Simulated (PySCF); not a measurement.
# Assigning NMR signals

Mapped SMILES: `[CH3:1][O:2][CH2:3][CH2:4][C:5](=[O:6])[OH:7]`; H(Xn) means a hydrogen on atom n.

[PySCF 2.14.0 with density-fitted response routines: PBE0/pcSseg-1 with gauge-including orbitals; structure optimised with PBE0-D3(BJ)/def2-SVP; B3LYP/pcJ-1 coupling constants (without the spin–dipole term); rapidly exchanging positions averaged; in vacuum; no relativistic terms; one conformer]

Scale: ¹³C, ¹H vs TMS (reference shieldings calculated alike).

(1) Assign these signals to the numbered atoms. ¹³C{¹H} NMR (computed): δ 175.5 (C), 69.2 (CH2), 59.5 (CH3), 33.9 (CH2).

(2) Assign these signals to the numbered atoms. ¹H NMR (400 MHz, computed): δ 5.65 (br s, 1H), 3.34 (s, 3H), 3.29 (t, J = 8.6 Hz, 2H), 2.54 (t, J = 8.6 Hz, 2H).

Results:

(1) 
```tsv
δ (ppm)	atoms	environment	reason
175.5	C5	carboxylic acid carbon	lone-pair donation from the attached heteroatom keeps it upfield of a ketone carbonyl
69.2	C3	sp3 CH2 bonded to O	pulled downfield by the heteroatom
59.5	C1	methyl carbon bonded to O	pulled downfield by the heteroatom
33.9	C4	sp3 CH2 α to a carbonyl	α to the electron-withdrawing carbonyl group
```

(2) 
5.65 → H(O7), hydrogen on an acid hydroxyl oxygen: exchangeable; this is the value without hydrogen bonding to other molecules
3.34 → H(C1), hydrogen on a methyl carbon bonded to O: its carbon carries O, an electronegative neighbour
3.29 → H(C3), hydrogen on an sp3 CH2 bonded to O: its carbon carries O, an electronegative neighbour
2.54 → H(C4), hydrogen on an sp3 CH2 α to a carbonyl: α to C=O

H(C1) and H(C3) lie closer than the usual error of such a calculation, so a measured spectrum could show them in the other order.

OH/NH shifts are gas-phase values; hydrogen bonding in solution moves them, usually downfield. Multiplet labels drop couplings under 1 Hz and merge nearly equal ones. Unscaled 3J(H,H) at this level run about 10 % above measured values. Shifts are as computed. Against solution values, carbons near 30 ppm lie about +2 ppm off and those near 130 ppm about +5 ppm. Of 1211 compounds with measured shifts, 218 miss one by over three times the rms of a fit or turn the order of signals round; such compounds aren't used in these exercises. Hydrogen bonding in solution deshields acid and N–H amide carbonyl carbons by as much as 10 ppm beyond these values. Across freely rotating sp3–sp3 bonds, 3J(H,H) is taken as (2 J gauche + J anti)/3 from the one conformer, which assumes equal rotamer populations.
